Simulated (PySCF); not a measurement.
A structure optimised at PBE0-D3(BJ)/def2-SVP, used in a PySCF frequency run:

```xyz
8

S      0.0835    -1.8418     1.7006
S     -1.0340    -1.5941     0.0000
S      0.0835    -1.8418    -1.7006
S      0.9722     0.0557    -2.0626
S     -0.5624     1.3894    -1.7147
S      0.0476     2.3876     0.0000
S     -0.5624     1.3894     1.7147
S      0.9722     0.0557     2.0626
```
Charge 0, spin multiplicity 1.

Q: Write its SMILES, formula and point group.

A: S1SSSSSSS1, S8, Cs

Q: What are its rotational constants (standard atomic weights)?

A: 0.70055, 0.66285, 0.40351 GHz
